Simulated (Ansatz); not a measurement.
Geometry optimisation, RHF/6-31G (Ansatz).

Input:

```yaml
crystal:
  periodic: [false, false, false]
  atoms:
    - { symbol: "N", position_ang: [-1.3207, 1.0521, 0.2308] }
    - { symbol: Al, position_ang: [0.2669, 0.1728, 0.553] }
    - { symbol: B, position_ang: [0.7537, -1.4575, -0.6102] }
    - { symbol: F, position_ang: [1.8821, -2.21127, -0.41496] }
    - { symbol: H, position_ang: [-1.3935, 1.9052, 0.8535] }
    - { symbol: H, position_ang: [-1.3053, 1.4994, -0.7504] }
    - { symbol: H, position_ang: [1.2707, 0.6762, 1.7215] }
    - { symbol: H, position_ang: [-0.06044, -1.81403, -1.47057] }
basis:
  gaussian: { orbitals: "6-31G" }
hamiltonian:
  xc: hf
relax:
  f_tol: 0.015
  max_steps: 40
```

Command:

```bash
$ ansatz run input.yaml --threads 1 --pin off --max-ram 2048MiB --backend cpu --events-out ev --progress --plain --runs-dir out
```

**Question.** Where does it end, and by what steps?

**Answer.** It converged. Limits of this set-up: no polarisation functions. After 38 steps the energy has fallen by 1.034 eV; F4 moved furthest, 1.19 Å.

```json
{"step": "0", "energy less start (eV)": "0.0000", "largest force component (eV/Å)": "3.936", "accepted": "yes"}
{"step": "2", "energy less start (eV)": "-0.8854", "largest force component (eV/Å)": "1.292", "accepted": "yes"}
{"step": "4", "energy less start (eV)": "-1.0157", "largest force component (eV/Å)": "0.317", "accepted": "yes"}
{"step": "6", "energy less start (eV)": "-1.0215", "largest force component (eV/Å)": "0.036", "accepted": "yes"}
{"step": "8", "energy less start (eV)": "-1.0166", "largest force component (eV/Å)": "0.305", "accepted": "no"}
{"step": "10", "energy less start (eV)": "-1.0246", "largest force component (eV/Å)": "0.181", "accepted": "yes"}
{"step": "12", "energy less start (eV)": "-1.0271", "largest force component (eV/Å)": "0.019", "accepted": "yes"}
{"step": "14", "energy less start (eV)": "-1.0234", "largest force component (eV/Å)": "0.584", "accepted": "no"}
{"step": "16", "energy less start (eV)": "-1.0283", "largest force component (eV/Å)": "0.326", "accepted": "no"}
{"step": "18", "energy less start (eV)": "-1.0285", "largest force component (eV/Å)": "0.155", "accepted": "no"}
{"step": "20", "energy less start (eV)": "-1.0307", "largest force component (eV/Å)": "0.034", "accepted": "yes"}
{"step": "22", "energy less start (eV)": "-1.0317", "largest force component (eV/Å)": "0.095", "accepted": "yes"}
{"step": "24", "energy less start (eV)": "-1.0320", "largest force component (eV/Å)": "0.068", "accepted": "yes"}
{"step": "26", "energy less start (eV)": "-1.0325", "largest force component (eV/Å)": "0.086", "accepted": "no"}
{"step": "28", "energy less start (eV)": "-1.0330", "largest force component (eV/Å)": "0.067", "accepted": "yes"}
{"step": "30", "energy less start (eV)": "-1.0333", "largest force component (eV/Å)": "0.038", "accepted": "yes"}
{"step": "32", "energy less start (eV)": "-1.0336", "largest force component (eV/Å)": "0.037", "accepted": "yes"}
{"step": "34", "energy less start (eV)": "-1.0337", "largest force component (eV/Å)": "0.039", "accepted": "yes"}
{"step": "36", "energy less start (eV)": "-1.0337", "largest force component (eV/Å)": "0.021", "accepted": "yes"}
{"step": "38", "energy less start (eV)": "-1.0337", "largest force component (eV/Å)": "0.007", "accepted": "yes"}
```

```xyz
8
Properties=species:S:1:pos:R:3
N -0.928 1.401 0.108
Al 0.192 0.125 0.678
B 0.699 -1.549 -0.611
F 1.852 -1.495 -1.365
H -1.201 2.183 0.663
H -1.350 1.442 -0.794
H 0.742 0.277 2.176
H 0.086 -2.561 -0.742
```

Whether the end is a true minimum wasn't checked by a vibrational analysis.

Time of the run: 2.2 min on 1 thread of Intel(R) Xeon(R) Processor @ 2.50GHz (Skylake/Cascade Lake), with other jobs on the host, peak memory 0.14 GiB.
